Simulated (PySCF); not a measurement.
## A small calculation by hand: oscillator strength and radiative lifetime

Si(F)(OH)2(SeH) (FH3O2SeSi), SMILES O[Si](O)(F)[SeH].

Geometry: B3LYP-D3(BJ)/def2-SVP. This is a generated structure with no PubChem entry under its InChIKey; it may be hypothetical. The values are those of a single conformer.

TDDFT-PBE/def2-SVPD run with PySCF puts the first singlet state with f over 0.02 at 5.17 eV (vertical), with the transition dipole (0.014, 0.556, 0.048) in atomic units.

Find the oscillator strength, the wavelength and the radiative lifetime that this transition would have in vacuum if emission retraced absorption.


|μ|² = 0.3116 au, so |μ| = 1.42 D. ΔE = 5.17/27.211 = 0.1900 hartree. f = (2/3) ΔE |μ|² = 0.039 (the program prints 0.039).
λ = 1239.84/5.17 = 240 nm; ν = 41699 cm⁻¹.
Einstein's coefficient A = 0.6670 ν² f s⁻¹ (ν in cm⁻¹) = 4.6e7 s⁻¹, so τ = 1/A = 22 ns. This state is S1. The figure is the radiative limit of this one transition; relaxation, internal conversion, crossing to triplets and a medium change what is measured.
